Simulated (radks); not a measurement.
The numbers below are computed, except where a source is named.
Question: Species: Au2+. Configuration: [Xe] 4f14 5d9. Level of theory: Dirac Kohn-Sham, PBE, spin-unpolarised, spherical densities, point nucleus; open shells fill j = l - 1/2 first (a radial shooting solver on a logarithmic mesh with Libxc functionals). Some entries of the table are withheld. Estimate them.

orbital,occ.,eigenvalue (hartree),r(max) (bohr)
1s1/2,2,-2964.866,0.01041
2s1/2,2,-523.3357,0.06037
2p1/2,2,-501.7961,0.04446
2p3/2,4,-434.3275,0.05184
3s1/2,2,(1),0.1699
3p1/2,2,(2),0.1586
3p3/2,4,(3),0.1736
3d3/2,4,(4),0.1352
3d5/2,6,(5),0.1393
4s1/2,2,-27.55805,0.3831
4p1/2,2,-23.43821,0.3814
4p3/2,4,-19.86794,0.4122
4d3/2,4,-13.13752,0.4052
4d5/2,6,-12.47277,0.4147
5s1/2,2,-4.76319,0.8489
4f5/2,6,-3.84339,0.3733
4f7/2,8,-3.70332,0.3779
5p1/2,2,(6),0.8972
5p3/2,4,(7),0.9771
5d3/2,4,-1.04016,1.181
5d5/2,5,-0.97759,1.218

Answer: 
(1) 3s1/2 eigenvalue (hartree): -124.1118
(2) 3p1/2 eigenvalue (hartree): -114.4462
(3) 3p3/2 eigenvalue (hartree): -99.55749
(4) 3d3/2 eigenvalue (hartree): -83.54677
(5) 3d5/2 eigenvalue (hartree): -80.34761
(6) 5p1/2 eigenvalue (hartree): -3.42759
(7) 5p3/2 eigenvalue (hartree): -2.81895
